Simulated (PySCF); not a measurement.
## LiBr at r²SCANh

Computed with r²SCANh; Li pcseg-1, Br pcseg-1; no relativity (PySCF 2.14).

```
state                                            : ¹Σ⁺ (singlet), closed shell
bond length                                      : 2.194 Å
harmonic wavenumber                              : 568 cm⁻¹
force constant                                   : 1.22 mdyn/Å
rotational constant Be                           : 0.5436 cm⁻¹
anharmonicity ωexe                               : 3.44 cm⁻¹
vibration–rotation constant αe                   : 0.00516 cm⁻¹
well depth De to Li + Br                         : 425 kJ/mol
dissociation energy D0                           : 422 kJ/mol
HOMO–LUMO gap                                    : 4.94 eV
bond order (Mayer)                               : 0.70
dipole moment (positive dipole means Li(−)Br(+)) : -7.18 D
```
